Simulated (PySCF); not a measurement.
## Re⁺: excitation energy

Re⁺ [Xe] 4f14 5d5 6s1 (7S) → Re⁺ [Xe] 4f14 5d5 6p1 (7P), as a difference of total energies. Computed with PySCF 2.14 in x2c-TZVPPall (11s7p7d3f1g, 97 functions), with the spin-free X2C one-electron Hamiltonian (Gaussian nucleus). The calculations carry no spin-orbit coupling.

```
 method  excitation energy (eV)
    UHF                   5.670
   BLYP                   5.964
  wB97X                   5.735
wB97X-V                   5.786
```

The basis was made for the ground configuration and has no added diffuse functions, so the excitation energy can come out too high.
